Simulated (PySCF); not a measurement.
CH₅Si, multiplicity 2. Atoms are numbered in the order given.

```xyz
7

C     -1.2026     0.0293     0.0000
Si     0.6757    -0.1012     0.0000
H     -1.6283    -0.4495    -0.8849
H     -1.6283    -0.4495     0.8849
H     -1.5133     1.0797     0.0000
H      1.2628     0.5299    -1.2126
H      1.2628     0.5299     1.2126
```
Charge 0, spin multiplicity 2.

Geometry optimised at TPSSh-D3(BJ)/def2-TZVP. The isomer is the one that the SMILES or the coordinates give; other isomers of the formula were not compared.

Calculation: PBE0/def2-TZVPD (PySCF).

Mulliken values depend strongly on the basis, most of all with diffuse functions as here. ESP charges are fitted to the potential on shells at 1.4 to 2.0 van der Waals radii. Atomic charges (e):

```json
[
 {"atom": "C1", "meta-Löwdin": "-0.59", "Mulliken": "-0.61", "ESP fit": "-0.45", "Mulliken spin": "0.01"},
 {"atom": "Si2", "meta-Löwdin": "0.35", "Mulliken": "-0.01", "ESP fit": "0.03", "Mulliken spin": "0.92"},
 {"atom": "H3", "meta-Löwdin": "0.14", "Mulliken": "0.21", "ESP fit": "0.15", "Mulliken spin": "-0.01"},
 {"atom": "H4", "meta-Löwdin": "0.14", "Mulliken": "0.21", "ESP fit": "0.15", "Mulliken spin": "-0.01"},
 {"atom": "H5", "meta-Löwdin": "0.14", "Mulliken": "0.20", "ESP fit": "0.15", "Mulliken spin": "0.03"},
 {"atom": "H6", "meta-Löwdin": "-0.08", "Mulliken": "0.00", "ESP fit": "-0.01", "Mulliken spin": "0.03"},
 {"atom": "H7", "meta-Löwdin": "-0.08", "Mulliken": "0.00", "ESP fit": "-0.01", "Mulliken spin": "0.03"}
]
```
